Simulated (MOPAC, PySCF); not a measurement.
C2H9F3OSi3, SMILES `CO[Si@@H]([SiH3])[SiH2]C(F)(F)F` (C–O–Si–Si torsion 63°, Si–Si–Si–C torsion -44°), neutral singlet in the gas phase. 

Cartesian coordinates (Å):
```xyz
18

C     -2.5627    -1.7546     0.6572
O     -1.1740    -1.5082     0.7074
Si    -0.3623    -0.4637    -0.3229
Si    -1.0829     1.7719    -0.0869
Si     1.8960    -0.6576     0.2841
C      2.7772     0.8572    -0.5488
F      4.1100     0.8840    -0.3711
F      2.5492     0.8704    -1.8833
F      2.2883     2.0258    -0.0612
H     -2.8721    -2.1665    -0.3218
H     -2.8167    -2.4905     1.4356
H     -3.1519    -0.8374     0.8448
H     -0.5400    -0.8837    -1.7508
H     -0.4616     2.6097    -1.1512
H     -2.5699     1.8479    -0.2183
H     -0.6989     2.2948     1.2557
H      2.0992    -0.5159     1.7511
H      2.5731    -1.8835    -0.2198
```
Charge 0, spin multiplicity 1.

All levels are single points at this geometry (B3LYP-D3(BJ)/def2-SVP); Pople sets use spherical d functions. Orbital energies aren't observables, and empty levels follow the basis.

AM1 in MOPAC gives gap (eV) = 8.57.

Task: Estimate the gap (eV) from each of these levels: B3LYP-D3(BJ)/def2-TZVP in PySCF; B3LYP/LANL2DZ in PySCF; BP86/6-31G* in PySCF; M06-2X/6-31G* in PySCF; SVWN5/6-31G* in PySCF; HF/6-31G* in PySCF; PM3 in MOPAC; PM6 in MOPAC.

Result: 
```
level                            gap (eV)
-------------------------------  --------
B3LYP-D3(BJ)/def2-TZVP in PySCF      6.31
B3LYP/LANL2DZ in PySCF               6.60
BP86/6-31G* in PySCF                 4.75
M06-2X/6-31G* in PySCF               8.65
SVWN5/6-31G* in PySCF                4.55
HF/6-31G* in PySCF                  12.88
PM3 in MOPAC                         7.30
PM6 in MOPAC                         7.25
```
